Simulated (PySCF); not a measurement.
SMILES [GeH3][CH2][SiH2]c1cccs1 (C₅H₁₀GeSSi), GFN2-xTB optimised geometry.

```
18

Ge    -1.77    -3.31     0.00
C     -0.57    -1.77    -0.01
Si    -1.55    -0.14     0.00
C     -0.32     1.28     0.00
C      1.04     1.28     0.00
C      1.62     2.57     0.00
C      0.67     3.55     0.00
S     -0.92     2.90     0.00
H     -2.67    -3.31    -1.20
H     -1.02    -4.61    -0.02
H     -2.65    -3.32     1.21
H      0.07    -1.82    -0.89
H      0.08    -1.82     0.86
H     -2.38    -0.05     1.21
H     -2.40    -0.04    -1.19
H      1.63     0.37     0.00
H      2.67     2.75     0.00
H      0.82     4.61     0.00
```

Density from PBE0/def2-SVP run with PySCF 2.14.0 at that geometry.

Minimum of the electron density along straight lines between bonded atoms, close to the bond critical point (lines longer than 1.1 times the sum of covalent radii, or with two minima, are not listed):

```
bond     length / Å  ρ at the minimum / e bohr⁻³  ∇²ρ there / e bohr⁻⁵  position (fraction from the first atom)
-------  ----------  ---------------------------  --------------------  ---------------------------------------
Ge1–C2        1.958                        0.125                  0.05                                     0.47
C2–Si3        1.897                        0.110                  0.31                                     0.62
Si3–C4        1.872                        0.111                  0.37                                     0.38
C4–C5         1.364                        0.318                 -0.79                                     0.51
C5–C6         1.411                        0.297                 -0.73                                     0.50
C6–C7         1.358                        0.323                 -0.82                                     0.49
C4–S8         1.734                        0.209                 -0.41                                     0.46
C7–S8         1.718                        0.216                 -0.47                                     0.47
Ge1–H9        1.494                        0.142                  0.08                                     0.59
Ge1–H10       1.501                        0.140                  0.07                                     0.59
Ge1–H11       1.494                        0.142                  0.08                                     0.59
C2–H12        1.089                        0.269                 -0.94                                     0.63
C2–H13        1.089                        0.269                 -0.94                                     0.63
Si3–H14       1.470                        0.117                  0.32                                     0.49
Si3–H15       1.470                        0.117                  0.32                                     0.49
C5–H16        1.076                        0.284                 -1.09                                     0.63
C6–H17        1.076                        0.283                 -1.09                                     0.63
C7–H18        1.072                        0.286                 -1.12                                     0.64
```
